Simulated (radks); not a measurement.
Initial-state core-level shifts of the dysprosium ion Dy2+ when its valence configuration changes from [Xe] 4f10. Calculated with a radial shooting solver on a logarithmic mesh with Libxc functionals: Dirac Kohn-Sham, PBEsol, spin-unpolarised, spherical densities, finite nucleus; open shells fill j = l - 1/2 first; Fermi nuclear charge, rms radius 5.2218 fm. Shifts are changes of the shell-averaged eigenvalues in eV (positive: less bound); the change of the density at the nucleus, which sets a Mossbauer isomer shift, is in e/bohr^3, on a base of 7.392e+05.

valence,3d,4s,4p,5s,density at nucleus
4f9 5d1,-7.660,-7.442,-7.295,-3.749,+30.60
4f9 5d0.5 6s0.5,-9.018,-8.798,-8.654,-5.109,+58.59
4f9 6p1,-11.493,-11.272,-11.134,-7.584,+38.17
4f8 5d2,-16.582,-15.913,-15.563,-7.614,+67.69
4f9 6s1,-10.428,-10.202,-10.063,-6.509,+88.32
4f8 6p2,-24.784,-24.056,-23.718,-15.474,+87.03
